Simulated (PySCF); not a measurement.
C2H7InO2 (SMILES C[O][InH][O]C), singlet, at a GFN2-xTB geometry (such geometries of metal compounds can be far from the true shape) (all electrons, no relativity); CASSCF(4,5)/STO-3G (PySCF).

The PySCF input:
```python
from pyscf import gto, scf, mcscf
import numpy

mol = gto.Mole()
mol.atom = '''
    In   -0.420582    0.049645    0.353817
    H    -1.511506   -0.036431    1.662524
    O     1.340992   -0.878263    0.194295
    C     1.920943   -1.723808    1.157024
    H     1.283645   -1.873913    2.035631
    H     2.113931   -2.700834    0.702214
    H     2.870105   -1.291997    1.490803
    O    -0.862982    1.151218   -1.219488
    C    -0.017045    1.278196   -2.338726
    H     0.904400    0.687664   -2.242708
    H    -0.555074    0.941266   -3.231144
    H     0.255568    2.331686   -2.462589
'''
mol.basis = 'sto-3g'
mol.charge = 0
mol.spin = 0
mol.verbose = 4
mol.build()

mf = scf.RHF(mol)
mf.kernel()
mc = mcscf.CASSCF(mf, 5, 4)
mc.kernel()
occ = numpy.linalg.eigvalsh(mc.fcisolver.make_rdm1(mc.ci, mc.ncas, mc.nelecas))[::-1]
ss = mc.fcisolver.spin_square(mc.ci, mc.ncas, mc.nelecas)[0]
print('natural occupations', occ.round(4), ' <S^2>', round(ss, 4))
```

What the program printed (banner, timings and long lists left out):

```
PySCF version 2.14.0

[INPUT] verbose = 4
[INPUT] num. atoms = 12
[INPUT] num. electrons = 84
[INPUT] charge = 0
[INPUT] spin (= nelec alpha-beta = 2S) = 0
[INPUT] symmetry False subgroup None
[INPUT] Mole.unit = angstrom
[INPUT] Symbol           X                Y                Z      unit          X                Y                Z       unit  Magmom
[INPUT]  1 In    -0.420582000000   0.049645000000   0.353817000000 AA   -0.794784792922   0.093815453454   0.668617228215 Bohr   0.0
[INPUT]  2 H     -1.511506000000  -0.036431000000   1.662524000000 AA   -2.856332375637  -0.068844612444   3.141715035516 Bohr   0.0
[INPUT]  3 O      1.340992000000  -0.878263000000   0.194295000000 AA    2.534107615233  -1.659676535339   0.367164337372 Bohr   0.0
[INPUT]  4 C      1.920943000000  -1.723808000000   1.157024000000 AA    3.630056170900  -3.257525011334   2.186458479549 Bohr   0.0
[INPUT]  5 H      1.283645000000  -1.873913000000   2.035631000000 AA    2.425737491167  -3.541182351262   3.846785080675 Bohr   0.0
[INPUT]  6 H      2.113931000000  -2.700834000000   0.702214000000 AA    3.994750636228  -5.103836567914   1.326992140835 Bohr   0.0
[INPUT]  7 H      2.870105000000  -1.291997000000   1.490803000000 AA    5.423712398745  -2.441520483760   2.817209375680 Bohr   0.0
[INPUT]  8 O     -0.862982000000   1.151218000000  -1.219488000000 AA   -1.630799630429   2.175486729670  -2.304498332194 Bohr   0.0
[INPUT]  9 C     -0.017045000000   1.278196000000  -2.338726000000 AA   -0.032210381793   2.415440373515  -4.419551620400 Bohr   0.0
[INPUT] 10 H      0.904400000000   0.687664000000  -2.242708000000 AA    1.709068307057   1.299496625723  -4.238103897371 Bohr   0.0
[INPUT] 11 H     -0.555074000000   0.941266000000  -3.231144000000 AA   -1.048937838867   1.778734950365  -6.105977229032 Bohr   0.0
[INPUT] 12 H      0.255568000000   2.331686000000  -2.462589000000 AA    0.482953526203   4.406247948483  -4.653618767367 Bohr   0.0

nuclear repulsion = 481.831656271942
number of shells = 30
number of NR pGTOs = 162
number of NR cGTOs = 54
basis = sto-3g
ecp = {}

******** <class 'pyscf.scf.hf.RHF'> ********
method = RHF
initial guess = minao
damping factor = 0
level_shift factor = 0
DIIS = <class 'pyscf.scf.diis.CDIIS'>
diis_start_cycle = 1
diis_space = 8
diis_damp = 0
SCF conv_tol = 1e-09
SCF conv_tol_grad = None
SCF max_cycles = 50
direct_scf = True
direct_scf_tol = 1e-13
Set gradient conv threshold to 3.16228e-05
Initial guess from minao.
init E= -5894.20254733934
  HOMO = -0.525914968796028  LUMO = -0.255563769544468  gap/eV = 7.35663
cycle= 1 E= -5909.23361637193  delta_E=  -15  |g|= 0.747  |ddm|= 4.08
  HOMO = -0.0910640610525056  LUMO = 0.298302063211025  gap/eV = 10.59519
cycle= 2 E= -5909.43178332714  delta_E= -0.198  |g|= 0.267  |ddm|=  1.4
  HOMO = -0.271525998458714  LUMO = 0.251441333849331  gap/eV = 14.23067
cycle= 3 E= -5909.45917453695  delta_E= -0.0274  |g|= 0.0573  |ddm|= 0.448
  HOMO = -0.268808125151285  LUMO = 0.235751460203146  gap/eV = 13.72977
cycle= 4 E= -5909.46087738813  delta_E= -0.0017  |g|= 0.0116  |ddm|= 0.105
  HOMO = -0.271538349726791  LUMO = 0.234608512932138  gap/eV = 13.77296
cycle= 5 E= -5909.46097897424  delta_E= -0.000102  |g|= 0.00217  |ddm|= 0.0316
  HOMO = -0.271594525484795  LUMO = 0.234374734083997  gap/eV = 13.76812
cycle= 6 E= -5909.4609827797  delta_E= -3.81e-06  |g|= 0.000464  |ddm|= 0.00623
  HOMO = -0.271795430469782  LUMO = 0.234337574907798  gap/eV = 13.77258
cycle= 7 E= -5909.46098299267  delta_E= -2.13e-07  |g|= 0.000151  |ddm|= 0.00151
  HOMO = -0.271819707244631  LUMO = 0.234337618909324  gap/eV = 13.77324
cycle= 8 E= -5909.46098302033  delta_E= -2.77e-08  |g|= 5.82e-05  |ddm|= 0.00058
  HOMO = -0.271827436916133  LUMO = 0.234339662773622  gap/eV = 13.77351
cycle= 9 E= -5909.46098302434  delta_E= -4.01e-09  |g|= 1.44e-05  |ddm|= 0.000254
  HOMO = -0.271831552634505  LUMO = 0.234340920572622  gap/eV = 13.77365
cycle= 10 E= -5909.46098302456  delta_E= -2.16e-10  |g|= 2.84e-06  |ddm|= 6.33e-05
  HOMO = -0.271831937958699  LUMO = 0.234340821408406  gap/eV = 13.77366
Extra cycle  E= -5909.46098302455  delta_E= 3.64e-12  |g|= 1.19e-06  |ddm|= 7.21e-06
converged SCF energy = -5909.46098302455

******** <class 'pyscf.mcscf.mc1step.CASSCF'> ********
CAS (2e+2e, 5o), ncore = 40, nvir = 9
max_cycle_macro = 50
max_cycle_micro = 4
conv_tol = 1e-07
conv_tol_grad = None
orbital rotation max_stepsize = 0.02
orbital rotation threshold for CI restart = 0.01
augmented hessian ah_max_cycle = 30
augmented hessian ah_conv_tol = 1e-12
augmented hessian ah_linear dependence = 1e-14
augmented hessian ah_level shift = 1e-08
augmented hessian ah_start_tol = 2.5
augmented hessian ah_start_cycle = 3
augmented hessian ah_grad_trust_region = 3
kf_trust_region = 3
kf_interval = 4
ci_response_space = 4
ci_grad_trust_region = 3
with_dep4 0
natorb = False
canonicalization = True
sorting_mo_energy = False
ao2mo_level = 2
internal_rotation = False
******** <class 'pyscf.fci.direct_spin1.FCISolver'> ********
max. cycles = 50
conv_tol = 1e-08
davidson only = False
linear dependence = 1e-12
level shift = 0.001
max iter space = 12
nroots = 1
pspace_size = 400
spin = None
CASCI E = -5909.46719174508  S^2 = 0.0000000
Set conv_tol_grad to 0.000316228
macro iter   1 ( 21 JK    4 micro), CASSCF E = -5909.47874939178  dE = -1.15576467e-02  S^2 = 0.0000000
               |grad[o]|=0.0203  |grad[c]|=0.0438  |ddm|=0.112  |maxRot[o]|=0.274
macro iter   2 ( 21 JK    4 micro), CASSCF E = -5909.48294287727  dE = -4.19348549e-03  S^2 = 0.0000000
               |grad[o]|=0.0215  |grad[c]|=0.0107  |ddm|=0.0243  |maxRot[o]|=0.151
macro iter   3 ( 21 JK    4 micro), CASSCF E = -5909.48391707674  dE = -9.74199475e-04  S^2 = 0.0000000
               |grad[o]|=0.0154  |grad[c]|=0.00985  |ddm|=0.012  |maxRot[o]|=0.0458
macro iter   4 ( 21 JK    4 micro), CASSCF E = -5909.48420070245  dE = -2.83625708e-04  S^2 = 0.0000000
               |grad[o]|=0.00952  |grad[c]|=0.0107  |ddm|=0.0101  |maxRot[o]|=0.0252
macro iter   5 ( 21 JK    4 micro), CASSCF E = -5909.48434840373  dE = -1.47701280e-04  S^2 = 0.0000000
               |grad[o]|=0.00774  |grad[c]|=0.0107  |ddm|=0.00961  |maxRot[o]|=0.0135
macro iter   6 ( 21 JK    4 micro), CASSCF E = -5909.48445037891  dE = -1.01975179e-04  S^2 = 0.0000000
               |grad[o]|=0.00723  |grad[c]|=0.0102  |ddm|=0.00926  |maxRot[o]|=0.0134
macro iter   7 ( 21 JK    4 micro), CASSCF E = -5909.48452341753  dE = -7.30386155e-05  S^2 = 0.0000000
               |grad[o]|=0.007  |grad[c]|=0.00977  |ddm|=0.00921  |maxRot[o]|=0.00901
macro iter   8 ( 21 JK    4 micro), CASSCF E = -5909.48458992848  dE = -6.65109519e-05  S^2 = 0.0000000
               |grad[o]|=0.00684  |grad[c]|=0.00922  |ddm|=0.00835  |maxRot[o]|=0.0345
macro iter   9 ( 21 JK    4 micro), CASSCF E = -5909.48468596453  dE = -9.60360521e-05  S^2 = 0.0000000
               |grad[o]|=0.00673  |grad[c]|=0.00811  |ddm|=0.00628  |maxRot[o]|=0.0724
macro iter  10 ( 21 JK    4 micro), CASSCF E = -5909.48527707557  dE = -5.91111041e-04  S^2 = 0.0000000
               |grad[o]|=0.0067  |grad[c]|=0.0124  |ddm|=0.0461  |maxRot[o]|=0.177
macro iter  11 ( 21 JK    4 micro), CASSCF E = -5909.48768889564  dE = -2.41182007e-03  S^2 = 0.0000000
               |grad[o]|=0.00762  |grad[c]|=0.0649  |ddm|= 0.12  |maxRot[o]|= 0.21
macro iter  12 ( 21 JK    4 micro), CASSCF E = -5909.49177944040  dE = -4.09054476e-03  S^2 = 0.0000000
               |grad[o]|=0.0105  |grad[c]|=0.018  |ddm|=0.0213  |maxRot[o]|=0.169
macro iter  13 ( 21 JK    4 micro), CASSCF E = -5909.49709340761  dE = -5.31396721e-03  S^2 = 0.0000000
               |grad[o]|=0.0113  |grad[c]|=0.0169  |ddm|=0.022  |maxRot[o]|=0.191
macro iter  14 ( 21 JK    4 micro), CASSCF E = -5909.50067568475  dE = -3.58227714e-03  S^2 = 0.0000000
               |grad[o]|=0.0107  |grad[c]|=0.014  |ddm|=0.0136  |maxRot[o]|=0.154
macro iter  15 ( 21 JK    4 micro), CASSCF E = -5909.50191786405  dE = -1.24217930e-03  S^2 = 0.0000000
               |grad[o]|=0.00698  |grad[c]|=0.0102  |ddm|=0.00593  |maxRot[o]|=0.266
macro iter  16 ( 21 JK    4 micro), CASSCF E = -5909.50279315577  dE = -8.75291721e-04  S^2 = 0.0000000
               |grad[o]|=0.00448  |grad[c]|=0.00706  |ddm|=0.0034  |maxRot[o]|=0.261
macro iter  17 ( 20 JK    4 micro), CASSCF E = -5909.50276718637  dE =  2.59693988e-05  S^2 = 0.0000000
               |grad[o]|=0.00237  |grad[c]|=0.00741  |ddm|=0.00324  |maxRot[o]|=0.124
macro iter  18 ( 21 JK    4 micro), CASSCF E = -5909.50297831102  dE = -2.11124654e-04  S^2 = 0.0000000
               |grad[o]|=0.00251  |grad[c]|=0.0022  |ddm|=0.00152  |maxRot[o]|=0.048
macro iter  19 ( 14 JK    3 micro), CASSCF E = -5909.50300653289  dE = -2.82218643e-05  S^2 = 0.0000000
               |grad[o]|=0.000915  |grad[c]|=0.000997  |ddm|=0.00054  |maxRot[o]|=0.0267
macro iter  20 (  9 JK    2 micro), CASSCF E = -5909.50300850868  dE = -1.97579266e-06  S^2 = 0.0000000
               |grad[o]|=0.000279  |grad[c]|=0.000125  |ddm|=0.000163  |maxRot[o]|=0.00696
macro iter  21 (  6 JK    1 micro), CASSCF E = -5909.50300857171  dE = -6.30252543e-08  S^2 = 0.0000000
               |grad[o]|=5.54e-05  |grad[c]|=5.22e-05  |ddm|=8.16e-05  |maxRot[o]|=0.00119
1-step CASSCF converged in  21 macro (406 JK  78 micro) steps
CASSCF canonicalization
Density matrix diagonal elements [1.9686504  1.97252233 0.02694907 0.02077637 0.01110182]
CASSCF energy = -5909.50300857171
CASCI E = -5909.50300857171  E(CI) = -5.45062400276220  S^2 = 0.0000000
natural occupations [1.9737e+00 1.9703e+00 2.9900e-02 2.5300e-02 7.0000e-04]  <S^2> 0.0
```
